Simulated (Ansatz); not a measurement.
Total energies of Cl$_{2}$H$_{5}$NSi$_{2}$, SMILES `Cl[SiH2]N[SiH2]Cl`.

```xyz
10

Cl    0.4626   -2.8533   -0.9474
Si   -0.3585   -0.9748   -1.1390
N     0.5362    0.2139   -0.2865
Si    0.1668    0.8981    1.2418
Cl   -0.7054    2.7558    1.0730
H    -0.3596   -0.6769   -2.5872
H    -1.7161   -1.0245   -0.5584
H     1.3770    0.5503   -0.7363
H     1.4036    1.0987    2.0268
H    -0.8067    0.0126    1.9131
```

Total charge 0; spin multiplicity 1. Geometry: relaxed with PBE0-D4/def2-TZVP. It is one conformer, not always the lowest. Basis def2-TZVPP, Ansatz.

RPA on PBE orbitals: Hartree–Fock energy of these orbitals -1554.40640 Eh, correlation -1.41251 Eh (frozen core).

| functional | energy without D4 (Eh) | D4 term (kJ/mol) |
| --- | --- | --- |
| LDA (SPW92) | -1551.60528 | – |
| PBE | -1556.62385 | -28.8 |
| revPBE | -1557.05945 | -77.3 |
| BLYP | -1557.33620 | -61.8 |
| r2SCAN | -1557.23595 | -7.1 |
| B97M-V | -1556.98486 | – |
| PBE0 | -1556.76544 | -24.7 |
| B3LYP | -1557.45216 | -46.7 |
| r2SCANh | -1557.22816 | -7.7 |
| r2SCAN0 | -1557.21762 | -8.5 |
| HSE06 (plane-wave form) | -1556.73384 | -23.3 |
| BHLYP | -1557.35246 | -38.5 |
| CAM-B3LYP | -1557.39625 | -25.6 |
| LC-ωPBE | -1556.91448 | – |
| ωB97X-V | -1557.13675 | – |
| ωB97M-V | -1557.26935 | – |
| B2PLYP | -1556.83583 | – |
| PBE-QIDH | -1556.42857 | – |

B3LYP takes the VWN-RPA correlation (the form of Gaussian; ORCA's B3LYP/G). HSE06 is the plane-wave form, built on full-range PBE exchange. The double hybrids freeze the cores in their second-order part.

LC-ωPBE has ω = 0.4 bohr⁻¹.
